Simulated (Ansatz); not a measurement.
Ansatz (a first-principles code) input (CCSD(T)/aug-cc-pVDZ):

Ansatz 0.2 input:
```yaml
crystal:
  periodic: [false, false, false]
  atoms:
    - {symbol: C, position_ang: [-1.89250856, -0.24898190, 0.15829436]}
    - {symbol: C, position_ang: [-0.77498054, -1.02860056, 0.19296365]}
    - {symbol: C, position_ang: [0.59694303, -0.69797606, 0.05745118]}
    - {symbol: C, position_ang: [1.07104325, 0.59258622, -0.15204584]}
    - {symbol: N, position_ang: [1.47413724, 1.67735991, -0.32843774]}
    - {symbol: H, position_ang: [-1.83610857, 0.82274702, 0.00639728]}
    - {symbol: H, position_ang: [-2.87552666, -0.68570982, 0.28302589]}
    - {symbol: H, position_ang: [-0.94699913, -2.09498305, 0.35168856]}
    - {symbol: H, position_ang: [1.33669064, -1.48573980, 0.11797233]}
basis:
  gaussian:
    orbitals: aug-cc-pVDZ
total_charge: -1
magnetization: {spin_polarized: false}
correlation: {method: ccsd_t, electrons: outside_noble_gas}
```

Output:

```
Functional definition: HF
integrals: 0.45 GiB planned
1522 factors; integrals over basis functions are off by at most 9.8e-4 eV
mean field: 0.69 GiB planned
mean field evaluation 1: about -5663.3112 eV, gradient 3.2e1 eV
mean field evaluation 2: about -5663.3210 eV, gradient 3.2e1 eV
mean field evaluation 4: about -5666.3405 eV, gradient 6.0e0 eV
mean field evaluation 8: about -5666.4537 eV, gradient 3.9e-1 eV
mean field evaluation 16: about -5666.3292 eV, gradient 6.0e0 eV
mean field -5666.45521031 eV, -208.2383881176 hartree, gradient 1.2e-6 eV, S^2 0.000000; 0 other end points of the search recorded, 0 dependent functions left out
5 core orbitals not correlated
reference -5666.45521031 eV, -208.2383881176 hartree; 13, 13 occupied and 133, 133 virtual orbitals, 1522 factors
second order -19.65396909 eV of doubles, -0.00000000 eV of singles
coupled cluster: 1.09 GiB planned
cycle   1  -19.65044001 eV  change    3.5e-3 eV  update   1.2e-1
cycle   2  -20.23497286 eV  change   -5.8e-1 eV  update   3.7e-2
cycle   3  -20.38345884 eV  change   -1.5e-1 eV  update   1.9e-2
cycle   4  -20.37910566 eV  change    4.4e-3 eV  update   5.5e-3
cycle   5  -20.37868036 eV  change    4.3e-4 eV  update   2.7e-3
cycle   6  -20.37927982 eV  change   -6.0e-4 eV  update   8.2e-4
cycle   7  -20.37886567 eV  change    4.1e-4 eV  update   4.1e-4
cycle   8  -20.37872914 eV  change    1.4e-4 eV  update   1.7e-4
cycle   9  -20.37873838 eV  change   -9.2e-6 eV  update   8.6e-5
cycle  10  -20.37874695 eV  change   -8.6e-6 eV  update   4.1e-5
cycle  11  -20.37870423 eV  change    4.3e-5 eV  update   1.7e-5
cycle  12  -20.37871782 eV  change   -1.4e-5 eV  update   9.4e-6
perturbative correction -0.95596964 eV, -0.0351312361 hartree
Total energy: -5687.78989777 eV, -209.0224234205 hartree
```

It need not be the lowest isomer of its formula. Whether it binds its extra electron was not tested at this geometry.
